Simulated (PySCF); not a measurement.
Gas-phase reaction: 4 GeH3F = GeF4 + 3 GeH4

Method: PySCF energies plus ideal-gas RRHO corrections (1 bar). † marks an energy on the PBE0/def2-TZVP geometry and frequencies; other levels use their own. MP2 and CCSD(T) freeze the core. 6-31G* has spherical d functions here. All species are closed-shell singlets. B3LYP is the form with VWN-RPA correlation. Ge: all electrons, no relativistic terms. MP2 isn't extrapolated to the basis-set limit. CCSD(T) isn't extrapolated to the basis-set limit.

| level | ΔH°(298 K), kJ |
|---|---|
| B3LYP/6-31G* | -46 |
| B3LYP/def2-TZVP† | -18 |
| BLYP/def2-TZVP† | ___ |
| CCSD(T)/def2-SVP† | -48 |
| CCSD(T)/def2-TZVPP† | ___ |
| HF/6-31G* | -32 |
| MP2/def2-SVP† | -50 |
| PBE0/def2-SVP† | -33 |
| PBE0/def2-TZVP | ___ |
| LDA/def2-TZVP† | -44 |
| ωB97X-V/def2-TZVP† | ___ |

Problem. Fill in the missing entries.

Solution. 
- BLYP/def2-TZVP†, ΔH°(298 K), kJ: -14
- CCSD(T)/def2-TZVPP†, ΔH°(298 K), kJ: -43
- PBE0/def2-TZVP, ΔH°(298 K), kJ: -30
- ωB97X-V/def2-TZVP†, ΔH°(298 K), kJ: -28
